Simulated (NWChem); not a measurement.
**Atomisation of C3H5**

```xyz
8

C     -1.3149    -0.3663     0.0000
C     -0.2217     0.3793     0.0000
C      1.2031    -0.1110     0.0000
H     -2.4022    -0.2148     0.0000
H     -0.3492     1.4878     0.0000
H      1.7502     0.2657    -0.8905
H      1.2525    -1.2165     0.0000
H      1.7502     0.2657     0.8905
```
Charge 0, spin multiplicity 2.

Program: NWChem. Structure: optimised with UPBE/def2-SVP, a minimum by its harmonic frequencies.

Basis set: def2-TZVP. The atomisation energy is electronic alone: no zero-point, thermal, spin-orbit or counterpoise terms. No value is extrapolated to the basis-set limit. Free atoms are single determinants with multiplicities C 3, H 2. Correlated methods freeze the same cores in atoms and molecule, 3 orbitals in all.

The cost column gives rough processor time relative to LDA (SVWN5); each entry includes its own SCF. Costs are the molecule's.

B3LYP has NWChem's definition, with VWN1-RPA local correlation. GW and range-separated runs recompute their integrals, the others keep them in memory, which bears on the times. The structure started from a generated list of species. The unpaired electrons of the parent sit in orbitals of symmetry a' (Cs labels of the run); other states weren't searched. The stability of the SCF solutions was not checked. Open-shell Hartree-Fock references start from PBE0 orbitals; any time given for them includes that run.

| method | atomisation energy (kcal/mol) | relative cost | remark |
|---|---|---|---|
| HF | 561.4 | 3 | spin-contaminated |
| M06-2X | 740.1 | under 3 | - |
| MP2 | (withheld) | 4 | spin-contaminated |
| PBE0 | (withheld) | under 3 | - |
| LC-wPBE (omega 0.3 per bohr) | 749.1 | 20 | - |
| LDA (SVWN5) | 843.0 | 1 | - |
| BHandHLYP | 721.4 | under 3 | - |
| PBE | 758.6 | under 3 | - |
| B3LYP | 740.4 | under 3 | - |

Q: Some entries are withheld; supply them.

A: 
- MP2, atomisation energy (kcal/mol): 715.6
- PBE0, atomisation energy (kcal/mol): 746.9
